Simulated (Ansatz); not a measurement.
`OC(=S)[O][GeH3]` + `[AlH2][NH][SiH3]` → `[AlH2][NH][SiH2][GeH3]` + `OC(O)=S`  (formal exchange of groups at a Ge–O bond)

Gas-phase electronic energies from Ansatz, PBE0-D4/def2-TZVP geometries. CCSD(T)/CBS is the MP2 limit (def2-TZVPP, def2-QZVPP) plus CCSD(T) − MP2 in def2-TZVPP, frozen cores. Functionals use def2-TZVPP. For Ge outer-core shells are correlated without core-valence functions, which leaves a few kJ/mol of doubt a bond. Scalar relativity is left out up to krypton. Each species was taken in one conformer, which may not be the lowest.

`OC(=S)[O][GeH3]`:

Z-matrix (Å, degrees):
```
Ge
O 1 1.833
H 1 1.528 2 100.6
H 1 1.529 2 107.9 3 118.6
H 1 1.529 2 107.9 3 -118.6
C 2 1.302 1 122.6 3 -180.0
S 6 1.635 2 125.2 1 179.9
O 6 1.343 2 111.8 1 -0.1
H 8 0.966 6 106.8 2 180.0
```

`[AlH2][NH][SiH3]`:

```xyz
9

Al   -1.266    1.243    0.163
N    -0.472   -0.350    0.255
Si    1.126   -0.805   -0.217
H    -0.438    2.453   -0.426
H    -2.759    1.344    0.681
H    -1.029   -1.105    0.637
H     1.921   -1.333    0.928
H     1.794    0.411   -0.749
H     1.123   -1.858   -1.271
```

`[AlH2][NH][SiH2][GeH3]`:

```xyz
12

Al   -2.098    1.529    0.545
N    -1.089    0.058    0.583
Si   -0.143   -0.650   -0.681
Ge    2.175   -0.718   -0.128
H    -2.831    1.943    1.884
H    -2.193    2.323   -0.818
H    -1.039   -0.429    1.469
H    -0.339    0.186   -1.895
H    -0.582   -2.041   -0.997
H     2.393   -1.485    1.191
H     2.739    0.702    0.065
H     3.007   -1.419   -1.218
```

`OC(O)=S`:

```xyz
6

O    -0.519    0.695    0.574
C     0.128   -0.308   -0.025
O     0.527    0.047   -1.232
S     0.392   -1.770    0.636
H    -0.784    0.376    1.447
H     0.255    0.961   -1.401
```

```tsv
level	ΔE (kJ/mol)
ωB97X-V	21.3
B2PLYP	24.1
MP2/def2-TZVPP	26.4
CCSD/def2-TZVPP	23.1
```

Q: What does CCSD(T)/CBS give? (An estimate is asked.)

A: The calculation gave: +18.0 kJ/mol. The listed levels differ from it by 3.3, 6.1, 8.4, 5.1 kJ/mol.

Largest T1 diagnostic among the species: 0.016.

From PBE to PBE0 (25 % exact exchange), in def2-TZVPP and without D4, ΔE moves by +3.3 kJ/mol. In def2-TZVPP, CCSD(T) changes the Hartree–Fock value by −19.1 kJ/mol (the triples alone add −1.0 kJ/mol) and MP2 by −14.8 kJ/mol.
